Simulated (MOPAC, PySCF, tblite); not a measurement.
Potential energy curve for BeF, doublet.

PM7, unrestricted, heats of formation (MOPAC); UKS-M06-2X/6-31G* = unrestricted M06-2X/6-31G*, spherical d run with PySCF; GFN2-xTB, 300 K electronic temperature (tblite); UCCSD(T) = PySCF with CCSD(T) on UHF/cc-pVDZ, 1 core orbital frozen.

Energies relative to the lowest point of each curve near equilibrium, in kJ/mol; the last columns give the difference from UCCSD(T):

```json
[
 {"R / Å": "1.04", "PM7": "331.0", "UKS-M06-2X/6-31G*": "405.2", "GFN2-xTB": "465.6", "UCCSD(T)": "474.4", "PM7 − UCCSD(T)": "-143.4", "UKS-M06-2X/6-31G* − UCCSD(T)": "-69.2", "GFN2-xTB − UCCSD(T)": "-8.8"},
 {"R / Å": "1.10", "PM7": "188.5", "UKS-M06-2X/6-31G*": "234.9", "GFN2-xTB": "267.4", "UCCSD(T)": "290.5", "PM7 − UCCSD(T)": "-102.0", "UKS-M06-2X/6-31G* − UCCSD(T)": "-55.6", "GFN2-xTB − UCCSD(T)": "-23.1"},
 {"R / Å": "1.17", "PM7": "82.6", "UKS-M06-2X/6-31G*": "109.9", "GFN2-xTB": "126.9", "UCCSD(T)": "150.2", "PM7 − UCCSD(T)": "-67.6", "UKS-M06-2X/6-31G* − UCCSD(T)": "-40.3", "GFN2-xTB − UCCSD(T)": "-23.4"},
 {"R / Å": "1.22", "PM7": "37.2", "UKS-M06-2X/6-31G*": "55.5", "GFN2-xTB": "66.9", "UCCSD(T)": "85.4", "PM7 − UCCSD(T)": "-48.2", "UKS-M06-2X/6-31G* − UCCSD(T)": "-29.9", "GFN2-xTB − UCCSD(T)": "-18.5"},
 {"R / Å": "1.29", "PM7": "5.4", "UKS-M06-2X/6-31G*": "13.7", "GFN2-xTB": "20.1", "UCCSD(T)": "30.1", "PM7 − UCCSD(T)": "-24.7", "UKS-M06-2X/6-31G* − UCCSD(T)": "-16.4", "GFN2-xTB − UCCSD(T)": "-10.0"},
 {"R / Å": "1.33", "PM7": "0.0", "UKS-M06-2X/6-31G*": "3.2", "GFN2-xTB": "7.0", "UCCSD(T)": "12.6", "PM7 − UCCSD(T)": "-12.6", "UKS-M06-2X/6-31G* − UCCSD(T)": "-9.5", "GFN2-xTB − UCCSD(T)": "-5.6"},
 {"R / Å": "1.37", "PM7": "1.8", "UKS-M06-2X/6-31G*": "0.0", "GFN2-xTB": "0.9", "UCCSD(T)": "3.1", "PM7 − UCCSD(T)": "-1.2", "UKS-M06-2X/6-31G* − UCCSD(T)": "-3.1", "GFN2-xTB − UCCSD(T)": "-2.2"},
 {"R / Å": "1.41", "PM7": "9.5", "UKS-M06-2X/6-31G*": "2.7", "GFN2-xTB": "0.0", "UCCSD(T)": "0.0", "PM7 − UCCSD(T)": "9.5", "UKS-M06-2X/6-31G* − UCCSD(T)": "2.7", "GFN2-xTB − UCCSD(T)": "0.0"},
 {"R / Å": "1.44", "PM7": "18.3", "UKS-M06-2X/6-31G*": "7.8", "GFN2-xTB": "2.0", "UCCSD(T)": "1.2", "PM7 − UCCSD(T)": "17.1", "UKS-M06-2X/6-31G* − UCCSD(T)": "6.5", "GFN2-xTB − UCCSD(T)": "0.8"},
 {"R / Å": "1.52", "PM7": "51.5", "UKS-M06-2X/6-31G*": "31.1", "GFN2-xTB": "15.4", "UCCSD(T)": "15.9", "PM7 − UCCSD(T)": "35.7", "UKS-M06-2X/6-31G* − UCCSD(T)": "15.2", "GFN2-xTB − UCCSD(T)": "-0.5"},
 {"R / Å": "1.60", "PM7": "93.7", "UKS-M06-2X/6-31G*": "64.3", "GFN2-xTB": "35.9", "UCCSD(T)": "42.3", "PM7 − UCCSD(T)": "51.3", "UKS-M06-2X/6-31G* − UCCSD(T)": "21.9", "GFN2-xTB − UCCSD(T)": "-6.4"},
 {"R / Å": "1.71", "PM7": "157.8", "UKS-M06-2X/6-31G*": "118.6", "GFN2-xTB": "70.0", "UCCSD(T)": "90.1", "PM7 − UCCSD(T)": "67.7", "UKS-M06-2X/6-31G* − UCCSD(T)": "28.6", "GFN2-xTB − UCCSD(T)": "-20.1"},
 {"R / Å": "1.87", "PM7": "250.2", "UKS-M06-2X/6-31G*": "203.8", "GFN2-xTB": "123.3", "UCCSD(T)": "169.5", "PM7 − UCCSD(T)": "80.7", "UKS-M06-2X/6-31G* − UCCSD(T)": "34.2", "GFN2-xTB − UCCSD(T)": "-46.2"},
 {"R / Å": "2.04", "PM7": "336.3", "UKS-M06-2X/6-31G*": "291.4", "GFN2-xTB": "178.7", "UCCSD(T)": "254.4", "PM7 − UCCSD(T)": "81.9", "UKS-M06-2X/6-31G* − UCCSD(T)": "37.0", "GFN2-xTB − UCCSD(T)": "-75.7"},
 {"R / Å": "2.24", "PM7": "417.3", "UKS-M06-2X/6-31G*": "382.7", "GFN2-xTB": "239.1", "UCCSD(T)": "345.7", "PM7 − UCCSD(T)": "71.6", "UKS-M06-2X/6-31G* − UCCSD(T)": "37.0", "GFN2-xTB − UCCSD(T)": "-106.6"}
]
```

PM7 is furthest from UCCSD(T) at 1.04 (-143.4 kJ/mol, below); its mean absolute difference over the points is 54.4 kJ/mol.

UKS-M06-2X/6-31G* is furthest from UCCSD(T) at 1.04 (-69.2 kJ/mol, below); its mean absolute difference over the points is 27.1 kJ/mol.

GFN2-xTB is furthest from UCCSD(T) at 2.24 (-106.6 kJ/mol, below); its mean absolute difference over the points is 23.2 kJ/mol.

The scan ran from 1.04 to 5.46 Å; beyond the distances shown one of the unrestricted levels run for this scan, shown here or not, changes its spin distribution in one step.
